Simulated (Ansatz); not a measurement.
A run on ClH2InOS (`[OH][In]([SH])[Cl]`) with other settings.

```yaml
crystal:
  periodic: [false, false, false]
  atoms:
    - {symbol: O, position_ang: [-0.638207, 1.634644, -0.296915]}
    - {symbol: In, position_ang: [-0.420578, -0.321423, -0.367538]}
    - {symbol: S, position_ang: [1.252355, -1.567227, 0.746140]}
    - {symbol: Cl, position_ang: [-1.978289, -1.407054, -1.673720]}
    - {symbol: H, position_ang: [0.021068, 2.069273, 0.250042]}
    - {symbol: H, position_ang: [1.805751, -0.472212, 1.295890]}
basis:
  gaussian: {orbitals: def2-TZVPP, final_grid: {core_spheres: 5, valence_spheres: 4, degree: 11}, point_charges: [{charge: -1.00, position_ang: [6.266, 0.832, 0.327]}]}
total_charge: -1
magnetization: {spin_polarized: true, initial_magnetization: 1}
hamiltonian: {xc: {name: PBE-QIDH}, pseudopotentials: {relativity: none}}
accuracy: high
output: {forces: true}
```

```sh
$ ansatz run in.yaml --threads 2 --pin off --events-out ev --progress --plain --max-ram 32768MiB --backend cpu
```

Shortened log:

```
Functional definition: PBE-QIDH
3307 factors; integrals over basis functions are off by at most 4.5e-8 eV
mean field evaluation 1: about -30582.5300 eV, gradient 2.2e1 eV
mean field evaluation 2: about -30582.6184 eV, gradient 2.2e1 eV
mean field evaluation 4: about -30584.6286 eV, gradient 2.0e0 eV
mean field evaluation 8: about -30584.6682 eV, gradient 2.9e-1 eV
mean field evaluation 16: about -30584.6869 eV, gradient 9.0e-2 eV
mean field evaluation 32: about -30584.6892 eV, gradient 6.1e-5 eV
mean field -30584.68924420 eV, -1123.9665986773 hartree, gradient 6.4e-8 eV, S^2 0.757002; 2 other end points of the search recorded, 0 dependent functions left out
15 core orbitals not correlated: weight in the atoms' cores, before any rotation towards them, 1.000 or more for the frozen orbitals, at most 0.000 for the correlated occupied ones
reference -30584.68924591 eV, -1123.9665987401 hartree; 18, 17 occupied and 160, 161 virtual orbitals, 3307 factors
second order -28.11280124 eV of doubles, -0.00000000 eV of singles
Total energy: -30594.06017965 eV, -1124.3109742034 hartree
Atom 0 at    -0.638207     1.634644    -0.296915 Å, force    -0.328779     1.993802     0.074131 eV/Å
Atom 1 at    -0.420578    -0.321423    -0.367538 Å, force     0.458137     0.461839     0.515378 eV/Å
Atom 2 at     1.252355    -1.567227     0.746140 Å, force     1.404894    -1.051050     1.114703 eV/Å
Atom 3 at    -1.978289    -1.407054    -1.673720 Å, force    -1.734941    -1.232600    -1.481853 eV/Å
Atom 4 at     0.021068     2.069273     0.250042 Å, force     0.025000    -0.051642    -0.065841 eV/Å
Atom 5 at     1.805751    -0.472212     1.295890 Å, force    -0.046986    -0.204830    -0.183427 eV/Å
Dipole moment:     0.583313     0.175758     0.278806 e Å
```

It took 2.7 min on 2 threads of an AMD EPYC 7R13 on a shared host, with 1.4 GiB of host memory at the peak.
